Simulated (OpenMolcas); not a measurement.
**Mn3+ in Cs2NaYCl6: curves along the breathing mode**

Mn3+ with its 6 nearest chloride ions, on the Y site of Cs2NaYCl6 (a = 10.7396 Å, distance in the model lattice 2.619 Å). The rest of the host is ab initio model potentials to 7.6 Å, with orthogonalisation functions on the cations behind the ligands, and point charges beyond; the distance is set by hand and nothing relaxes. Ligand basis ANO-RCC-VDZP.

- Program: OpenMolcas 26.06
- Method: CASSCF
- Basis: ANO-RCC-VDZP [5s4p2d1f]
- Scalar Hamiltonian: DKH2, point nucleus
- Active space: 4 electrons in 5 orbitals (3d)
- State averaging: 2S+1 = 5 even, 5 roots; 2S+1 = 3 even, 45 roots; 2S+1 = 1 even, 50 roots
- Spin-orbit coupling: state interaction with AMFI integrals over the reference wave functions

Spin-free energies (labels of O, the rotations of Oh) in cm-1 above the lowest fitted minimum, as all ligands move together:

```tsv
R (Å)	5E	5T2	3T1	3E	3T1(2)	3T2	3A2
2.316	2370	15380	15350	23390	25610	26390	28300
2.371	240	11940	14550	21450	23670	24400	26240
2.425	190	10780	15590	21550	23780	24450	26240
2.48	1890	11510	18230	23370	25610	26220	27970
2.535	5090	13890	22230	26680	28940	29480	31200
2.589	9510	17620	27310	31170	33460	33920	35640
2.644	15140	22660	33520	36860	39190	39580	41290
```

Cubic fits give the following; the wavenumber is harmonic, with the mass of all moving ligands, small differences in it between states hang on the degree of the fit, a number in brackets counts states of one label, and the table is a selection of at most 14 states with clean curves.

```
 State  R0 (Å)  Breathing mode (cm-1)  Minimum (cm-1)
    5E   2.400                    314               0
   5T2   2.431                    317           10760
   3T1   2.366                    310           14570
    3E   2.396                    313           21290
3T1(2)   2.396                    314           23510
   3T2   2.397                    313           24210
   3A2   2.399                    314           26020
   3A1   2.394                    314           26600
   1T2   2.366                    310           25990
    1E   2.370                    308           26910
 3E(2)   2.398                    312           29460
3T1(3)   2.425                    314           31580
3T2(2)   2.423                    315           32480
3T1(4)   2.417                    317           32870
```

The minimum of 5T2 is shifted by +0.0310 Å against 5E (from the unrounded fits). With M = 212.7 u for the moving shell, the Huang-Rhys factor in this mode is S = M ω ΔR² / 2ħ = 0.01483 × 212.7 × 314 × 0.0310² = 0.95. Only the first shell moves, against a rigid host.

An orbital doublet at a regular site is open to a Jahn-Teller distortion, which this geometry leaves out. Without dynamic correlation the repulsion within the d shell is too large (B by tens of per cent), so at a given field states of lower spin stand too high. Ligand-to-metal charge-transfer states are missing. With no ligand orbital active B as a rule stays too high, so bands that hang on it stand too high and its fall with covalency is understated. With metal d orbitals alone and no dynamic correlation the field as a rule comes out too small, by tens of per cent, by up to half for chloride and softer ligands. This shell can be high or low spin here, a state of another spin lies low, and with metal d orbitals alone active their balance is uncertain, so the ground spin may be wrong (holds for R = 2.316; R = 2.371). No measured value stands beside these numbers.
